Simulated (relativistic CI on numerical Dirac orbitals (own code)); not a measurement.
One change at a time: Nb4+

Base calculation: Dirac-Coulomb-Breit CI, orbitals from a KLI potential per configuration, model QED, valence Slater integrals scaled by 0.85, P86 correlation energy added to each configuration.

Configurations in the expansion (outside the closed core [Ar] 3d10): 4s²4p⁶4d, 4s²4p⁶5s, 4s²4p⁶4f, 4s²4p⁶5p, 4s²4p⁵4d², 4s²4p⁶5d, 4s²4p⁶6s, 4s²4p⁶6p, 4s²4p⁶5f, 4s²4p⁶6d, 4s²4p⁶7s, 4s²4p⁶5g, 4s²4p⁶7p, 4s²4p⁵4d4f, 4s²4p⁶6f, 4s4p⁶4d², 4s²4p⁶8s, 4s²4p⁵4d5s, 4s²4p⁵4d5p, 4s4p⁶4d4f. Double excitations out of closed p, d and f shells are left out; levels of such configurations are missing from the list, as are those of other unlisted configurations, and high levels can miss mixing partners.

Variants: (1) Slater integrals left unscaled; (2) valence Slater integrals scaled by 0.75; (3) Breit term removed; (4) QED terms removed. Shifts of the energy above 4s²4p⁶4d ²D3/2, in cm⁻¹, for the lowest level and the first level of each name with at least 55 % of one term (blank where a level changes its place among those of its configuration and J or its character, or is not in the variant):

```csv
Level,Base,Δ(1),Δ(2),Δ(3),Δ(4),Measured
4s²4p⁶4d ²D3/2,0.0,0.0,0.0,0.0,0.0,0.0
4s²4p⁶4d ²D5/2,1744.1,-2.1,+1.4,+86.4,-6.2,1870.0
4s²4p⁶5s ²S1/2,79430.3,-266.1,+171.6,-104.4,-132.2,75929.0
4s²4p⁶5p ²P°1/2,133684.7,+422.9,-241.0,-160.4,-31.5,129196.0
4s²4p⁶5p ²P°3/2,137148.9,+461.2,-264.1,-100.0,-38.6,132800.0
4s²4p⁶5d ²D3/2,214530.7,+571.7,-334.1,-27.4,-32.3,211690.0
4s²4p⁶5d ²D5/2,215070.0,+577.3,-337.6,-7.7,-33.8,212237.0
4s²4p⁶4f ²F°5/2,224359.3,-951.5,+586.2,+31.2,-33.3,
4s²4p⁶4f ²F°7/2,224509.1,-907.8,+555.4,+41.0,-34.2,
4s²4p⁶6s ²S1/2,231781.2,+879.2,-516.3,-61.6,-77.7,228500.0
4s²4p⁶6p ²P°1/2,253705.9,+803.2,-468.9,-87.0,-36.1,
4s²4p⁶6p ²P°3/2,255136.5,+809.4,-473.7,-60.7,-39.4,
4s²4p⁵4d² ⁴D°1/2,260623.6,-4895.4,+3304.6,+349.7,+8.6,
4s²4p⁵4d² ⁴D°3/2,261357.1,-4855.0,+3273.7,+370.8,+6.9,
4s²4p⁵4d² ⁴D°5/2,262577.5,-4784.1,+3216.8,+409.2,+4.3,
4s²4p⁵4d² ⁴D°7/2,264727.0,-4710.6,+3153.1,+479.0,-0.3,
4s²4p⁵4d² ⁴G°11/2,270903.1,-3271.4,+2223.1,+469.3,+4.0,
4s²4p⁵4d² ⁴G°9/2,272012.1,-3028.3,+2042.5,+412.9,+6.7,
4s²4p⁵4d² ⁴P°5/2,273034.9,-2928.1,+1972.9,+415.7,+4.6,
4s²4p⁵4d² ⁴G°7/2,273875.1,-2820.9,+1885.1,+385.5,+6.8,
4s²4p⁵4d² ⁴P°3/2,276192.4,-2717.5,+1797.4,+430.3,+1.8,
4s²4p⁵4d² ⁴P°1/2,279018.9,-2683.6,+1761.1,+473.6,-3.6,
```

At this charge configurations can still be misplaced by up to about 7 % of their energy. 7 of the 7 excited levels that our extract of the measured tables holds in this range could be paired (the sources list more); they are missed by 3060 cm⁻¹ on average and 4489 at most, and levels without a partner can miss by more.

Measured levels: Moore, Atomic Energy Levels, vol. II, NSRDS-NBS 35 (1971 reprint of NBS Circular 467, 1952).

Ionisation energy from the two ground configurations alone: base 50.71 eV. The NIST ASD value (measured) is 50.5728 eV.

LS names give the leading component of a level, which can be under half, so a name can repeat, a term be missing and a line seem to break the LS rules.
